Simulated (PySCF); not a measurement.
Assigning NMR signals

Geometry:
| atom | x (Å) | y (Å) | z (Å) |
| --- | --- | --- | --- |
| Cl1 | 1.598 | -2.339 | 1.125 |
| C2 | 0.613 | -0.874 | 0.814 |
| C3 | -0.589 | -1.224 | -0.050 |
| C4 | -1.535 | -0.024 | -0.094 |
| C5 | -0.805 | 1.229 | -0.520 |
| O6 | 0.028 | 1.156 | -1.641 |
| C7 | 0.653 | 1.329 | -0.398 |
| C8 | 1.486 | 0.176 | 0.136 |
| H9 | 0.282 | -0.525 | 1.796 |
| H10 | -0.253 | -1.465 | -1.060 |
| H11 | -1.110 | -2.091 | 0.359 |
| H12 | -2.351 | -0.221 | -0.792 |
| H13 | -1.967 | 0.152 | 0.894 |
| H14 | -1.392 | 2.144 | -0.455 |
| H15 | 1.091 | 2.315 | -0.260 |
| H16 | 2.017 | -0.283 | -0.702 |
| H17 | 2.227 | 0.558 | 0.838 |

- GIAO PBE0/pcSseg-1 shieldings
- GFN2-xTB structure
- run in PySCF
- one computed conformer, non-relativistic Hamiltonian, gas phase

Chemical shifts δ = σref − σ; ¹³C and ¹H against TMS, all at this level.

Problem. Assign these signals to the numbered atoms. ¹³C{¹H} NMR (computed): δ 61.1, 49.3, 49.0, 40.4, 32.9, 30.1.

Solution. 
61.1 → C2, sp3 CH bonded to Cl: deshielded by the electronegative neighbour
49.3 → C5, epoxide ring carbon: the inductive effect lowers its shielding
49.0 → C7, epoxide ring carbon
40.4 → C8, sp3 CH2 in a ring: aliphatic region, no heteroatom directly attached
32.9 → C3, sp3 CH2 in a ring
30.1 → C4, sp3 CH2 in a ring

C5 and C7 lie closer than the usual error of such a calculation, so a measured spectrum could show them in the other order.

Problem. Assign these signals to the numbered atoms. ¹H NMR (400 MHz, computed): δ 3.48 (m, 1H), 2.76 (m, 1H), 2.74 (m, 1H), 2.31 (m, 1H), 2.23 (m, 1H), 2.06 (m, 1H), 1.80 (m, 1H), 1.64 (m, 1H), 1.62 (m, 1H).

Solution. 
3.48 → H9, hydrogen on an sp3 CH bonded to Cl: its carbon carries Cl, an electronegative neighbour
2.76 → H15, hydrogen on an epoxide ring carbon: its carbon carries O, hence the downfield position
2.74 → H14, hydrogen on an epoxide ring carbon
2.31 → H17, hydrogen on an sp3 CH2 in a ring
2.23 → H12, hydrogen on an sp3 CH2 in a ring
2.06 → H16, hydrogen on an sp3 CH2 in a ring
1.80 → H10, hydrogen on an sp3 CH2 in a ring
1.64 → H13, hydrogen on an sp3 CH2 in a ring
1.62 → H11, hydrogen on an sp3 CH2 in a ring

H15 and H14; H17 and H12; H13 and H11 lie closer than the usual error of such a calculation, so a measured spectrum could show them in the other order.

Carbons that carry Cl, above all several Cl atoms, come out too deshielded, partly because spin–orbit coupling is missing. Shifts are as computed. Against solution values, carbons near 30 ppm lie about +3 ppm off and those near 130 ppm about +5 ppm; carbons on Cl a further +6 ppm. Of 1211 compounds with measured shifts, 218 miss one by over three times the rms of a fit or turn the order of signals round; such compounds aren't used in these exercises. No couplings were computed; multiplicities are counted from neighbouring protons, with m where these are inequivalent, close in shift, in a saturated or five-membered ring or joined by F or P, and br s for small geminal =CH2 splittings.
